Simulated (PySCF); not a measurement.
Telling isomers of C5H8NPSi apart by NMR

Computed data (PySCF 2.14.0 with density-fitted response routines): geometry: GFN2-xTB, PBE0/pcSseg-1 with gauge-including orbitals. One conformer, fast rotation and ring inversion assumed for equivalent nuclei, no relativistic terms, no solvent.

Scale: $^{1}$H and $^{13}$C vs TMS (reference shieldings calculated alike). Splittings of carbon signals by F and P are missing where no couplings were computed. Where no couplings were computed, multiplicities follow the n + 1 count of equivalent neighbours, and m marks all less simple cases (inequivalent or close neighbours, rings, F or P nearby). Shifts are as computed. Against solution values, carbons near 30 ppm lie about +3 ppm off and those near 130 ppm about +5 ppm (rms about the fit 2.1 ppm; single classes can miss by 10 ppm). Of 1328 compounds with measured shifts, 309 miss one by over three times the rms of a fit or turn the order of signals round; such compounds aren't used in these exercises. Signals without a measured value on file couldn't be tested in this way; 1H shifts scatter by 0.2 ppm about their fit, and single ones miss by 0.5 ppm.

(1) Tabulate the signals of `C=C/C([SiH3])=P\CC#N`, `Cc1cncpc1[SiH3]` and their relative energies.

(2) What is the quickest way to tell C=C/C([SiH3])=P\CC#N from Cc1cncpc1[SiH3]?

Answers

(1) 
```json
{"SMILES": "C=C/C([SiH3])=P\\CC#N", "carbon types": "2×C 1×CH 2×CH2", "δC": "224.3, 152.8, 121.4, 121.3, 17.5", "δH": "7.37 (m, 1H), 5.39 (m, 1H), 5.26 (m, 1H), 4.50 (m, 3H), 2.91 (m, 2H)", "E rel. (kcal/mol)": "35.0"}
{"SMILES": "Cc1cncpc1[SiH3]", "carbon types": "2×C 2×CH 1×CH3", "δC": "188.9, 181.9, 151.4, 143.5, 24.5", "δH": "10.58 (m, 1H), 9.00 (m, 1H), 4.72 (m, 3H), 2.61 (s, 3H)", "E rel. (kcal/mol)": "0.0"}
```

Energies are electronic energies at PBE0/pcSseg-1 on these geometries, without zero-point or thermal terms, each for the one conformer computed, which needn't be the lowest.

(2) Both give the same number of carbon signals, but DEPT or the intensities differ. The first has a terminal =CH2 carbon at 121.4 ppm, the second a methyl carbon on an aromatic ring (CH3) at 24.5 ppm. Their most deshielded carbons lie at 224.3 and 188.9 ppm. In the proton spectra the most deshielded non-exchanging signals are 7.37 (m, 1H) and 10.58 (m, 1H).
